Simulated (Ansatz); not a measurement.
Coupled-cluster run, H₂O₄W, SMILES `[O]=[W](=[O])([OH])[OH]`.

```yaml
crystal:
  periodic: [false, false, false]
  atoms:
    - {symbol: O, position_ang: [-1.372879, 1.338228, 0.229834]}
    - {symbol: W, position_ang: [-0.059337, 0.252335, 0.239193]}
    - {symbol: O, position_ang: [0.920701, 0.584954, 1.593270]}
    - {symbol: O, position_ang: [-0.690380, -1.515031, 0.370538]}
    - {symbol: O, position_ang: [0.931393, 0.489984, -1.342264]}
    - {symbol: H, position_ang: [-1.609879, -1.778188, 0.290874]}
    - {symbol: H, position_ang: [1.880381, 0.627709, -1.381445]}
basis:
  gaussian: {orbitals: def2-SVP}
correlation: {method: ccsd_t}
```

```sh
$ ansatz run in.yaml --threads 4 --pin off --events-out ev --progress --plain --max-ram 10444MiB
```

Output of Ansatz, abridged:

```
Functional definition: HF
931 factors; integrals over basis functions are off by at most 9.6e-4 eV
mean field evaluation 1: about -9970.5911 eV, gradient 8.1e1 eV
mean field evaluation 2: about -9970.7415 eV, gradient 8.2e1 eV
mean field evaluation 4: about -9983.0156 eV, gradient 1.1e1 eV
mean field evaluation 8: about -9983.2901 eV, gradient 9.8e-1 eV
mean field evaluation 16: about -9983.2930 eV, gradient 3.0e-6 eV
mean field -9983.29297188 eV, -366.8792497976 hartree, gradient 3.0e-6 eV, S^2 0.000000; 0 other end points of the search recorded, 0 dependent functions left out
4 core orbitals not correlated: weight in the atoms' cores, before any rotation towards them, 1.000 or more for the frozen orbitals, at most 0.000 for the correlated occupied ones
reference -9983.29297188 eV, -366.8792497976 hartree; 20, 20 occupied and 74, 74 virtual orbitals, 931 factors
second order -31.23876977 eV of doubles, -0.00000000 eV of singles
cycle   1  -27.67609779 eV  change     3.6e0 eV  update   2.9e-1
cycle   2  -29.34463346 eV  change    -1.7e0 eV  update   1.8e-1
cycle   3  -29.64235916 eV  change   -3.0e-1 eV  update   3.7e-2
cycle   4  -29.66109304 eV  change   -1.9e-2 eV  update   1.5e-2
cycle   5  -29.64302544 eV  change    1.8e-2 eV  update   3.6e-3
cycle   6  -29.64480694 eV  change   -1.8e-3 eV  update   1.4e-3
cycle   7  -29.64466887 eV  change    1.4e-4 eV  update   5.1e-4
cycle   8  -29.64409400 eV  change    5.7e-4 eV  update   1.9e-4
cycle   9  -29.64419850 eV  change   -1.0e-4 eV  update   7.1e-5
cycle  10  -29.64426180 eV  change   -6.3e-5 eV  update   2.4e-5
cycle  11  -29.64422630 eV  change    3.5e-5 eV  update   1.3e-5
perturbative correction -1.35961937 eV, -0.0499650901 hartree
Total energy: -10014.29681755 eV, -368.0186201108 hartree
```

It took 4.8 s on 4 threads of an Intel Xeon Platinum 8488C on a shared host, with 0.52 GiB of host memory at the peak.

MP2 recovers 100.8 % of the CCSD(T) correlation energy and the triples give 4.4 %; T1 = 0.0223.
